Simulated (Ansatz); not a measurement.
The cluster Mg5H10. Total charge 0; singlet. Geometry r2SCAN-D4/def2-SVP.

```xyz
15

Mg    0.660   -1.349   -2.788
Mg    0.648   -1.821    0.797
Mg   -1.712   -0.098    1.101
Mg    0.077    2.245    1.755
Mg   -0.198    1.114   -1.006
H     0.910   -2.168   -4.259
H     1.129    2.941    2.903
H     2.008   -2.477    1.597
H    -0.083    2.670   -0.090
H    -1.885    0.389   -0.659
H     0.530    0.504   -2.519
H     0.312    0.253    0.729
H     0.396   -1.806   -1.052
H    -1.602    1.387    2.103
H    -1.189   -1.784    1.387
```

Another isomer (singlet) lies 0.20 eV lower at PBE0-D4/def2-TZVP; other spin states weren't run for this one.

Problem. Estimate the orbital energies around the gap (eV) in Ansatz with HF/def2-TZVP, PBE-D4/def2-SVP, PBE-D4/def2-TZVP, r2SCAN-D4/def2-TZVP, ωB97X-V/def2-TZVP.

Solution. 
```tsv
orbital	HF/def2-TZVP	PBE-D4/def2-SVP	PBE-D4/def2-TZVP	r2SCAN-D4/def2-TZVP	ωB97X-V/def2-TZVP
HOMO−5	-12.24	-7.86	-7.83	-8.16	-11.58
HOMO−4	-11.91	-7.55	-7.53	-7.89	-11.24
HOMO−3	-11.58	-7.34	-7.32	-7.67	-10.96
HOMO−2	-10.43	-6.40	-6.39	-6.62	-9.98
HOMO−1	-10.03	-6.01	-6.00	-6.22	-9.58
HOMO	-9.95	-5.93	-5.93	-6.15	-9.50
LUMO	0.56	-2.34	-2.29	-1.90	-0.01
LUMO+1	1.02	-1.73	-1.72	-1.33	0.52
LUMO+2	1.40	-1.56	-1.55	-1.12	0.84
LUMO+3	1.80	-1.24	-1.25	-0.91	1.21
LUMO+4	1.96	-0.94	-0.94	-0.56	1.37
LUMO+5	2.10	-0.82	-0.89	-0.52	1.46
```
